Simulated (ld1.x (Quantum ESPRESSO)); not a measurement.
Results of a calculation; reference values are marked as such.
**Hardness and transferability of assorted potentials**

Generated with ld1.x 7.5 (TM, RRKJ, ultrasoft, PAW), atompaw 4.2 or ONCVPSP 4.0.1. The cutoff is in Ry: for ld1.x and atompaw files where the sum of valence levels is converged to 10 mRy in a Bessel basis, for ONCV files where the hardest occupied wave has 1 mHa per electron of residual kinetic energy. The error is the largest all-electron minus pseudo excitation energy over each file’s own four to seven test configurations (ionisations up to +4, promotions, holes and added fractions of an electron), all of which were solved. The labels leave out finer settings (local radius, basis sizes, second energies), which also bear on the numbers. Spin-polarised tests are not counted. The rows are a selection from randomly drawn settings: files with unsolved tests, undetermined cutoffs or missed reference levels are left out.

| element | potential | cutoff (Ry) | largest error (meV) | bound ghosts |
| --- | --- | --- | --- | --- |
| Be | PAW, PBE, scalar-relativistic, rc 1.95/3.60/3.30 (spd), local smoothed, core correction yes, reference 2s1 2p0 | 6 | -2.4 | none |
| Si | TM, LDA (PZ), scalar-relativistic, rc 1.45/1.80/1.60 (spd), local s, core correction yes, reference 3s2 3p2 | 30 | +58 | none |
| Mn | PAW, LDA (PZ), scalar-relativistic, rc 1.35/1.40/2.00/1.95 (spdf), local smoothed, core correction yes, reference 3s2 3p6 3d5 4s1.5 4p0 | 45 | -42 | none |
| Mn | ultrasoft, PBEsol, scalar-relativistic, rc 2.50/2.60/1.25 (spd), local smoothed, core correction yes, reference 3d5 4s1 4p0 | 70 | -342 | none |
| Ge | PAW, PBE, scalar-relativistic, rc 1.75/2.10 (sp), local smoothed, core correction yes, reference 4s2 4p1 | 10 | -249 | none |
| Mo | TM, LDA (PZ), scalar-relativistic, rc 2.85/4.20/1.90 (spd), local s, core correction no, reference 4d5 5s1 5p0 | 40 | -456 | none |
| Dy | PAW, LDA (PZ), scalar-relativistic, rc 1.80/2.05/1.85/1.30 (spdf), local smoothed, core correction yes, reference 4f9 5s2 5p6 5d0 6s0 6p0 | 110 | +105 | none |

**Question.** Fill in the row for Cl: TM, BP86, non-relativistic, rc 1.30/0.95 (sp), local smoothed, core correction yes, reference 3s2 3p4.75.

**Answer.** cutoff 140 Ry, largest error +252 meV, bound ghosts: none.
